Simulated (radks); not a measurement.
The numbers below are computed, except where a source is named.
Spherical quantum dot in the effective-mass picture: electrons in a hard-walled sphere of radius 9.3, all in effective atomic units (hartree* = m*/eps^2 hartree, bohr* = eps/m* bohr), one dielectric constant everywhere. Level of theory: non-relativistic Kohn-Sham, LDA (Slater exchange, Perdew-Wang correlation), spin-polarised, spherical densities (a radial shooting solver with Libxc functionals). Levels are named by radial order and angular momentum (1s, 1p, 1d, 2s, ...), and open shells are averaged over m. Results are scaled to m* = 0.086 and eps = 12.6, for which hartree* = 14.74 meV and bohr* = 7.753 nm.

N = 20, configuration 1s2 1p6 1d10 1f(up 2, down 0). This is the lowest configuration that the search found. Occupied and some empty levels:

| level | occupation | eigenvalue (meV) | <r> (nm) |
|---|---|---|---|
| 1s up | 1 | 38.106 | 53.84 |
| 1s down | 1 | 38.226 | 53.75 |
| 1p up | 3 | 38.441 | 54.39 |
| 1p down | 3 | 38.563 | 54.32 |
| 1d up | 5 | 39.084 | 55.09 |
| 1d down | 5 | 39.208 | 55.04 |
| 1f up | 2 | 40.009 | 55.81 |
| 1f down | 0 | 40.135 | 55.78 |
| 1g up | 0 | 41.200 | 56.50 |
| 1g down | 0 | 41.328 | 56.48 |
| 2s up | 0 | 42.570 | 33.69 |
| 2s down | 0 | 42.605 | 33.55 |
| 2p up | 0 | 43.729 | 38.72 |
| 2p down | 0 | 43.778 | 38.63 |
| 2d up | 0 | 45.254 | 42.00 |
| 2d down | 0 | 45.314 | 41.93 |

Energy (meV): total 405.833, kinetic 71.399, external 0, Hartree 389.58, exchange-correlation -55.149.
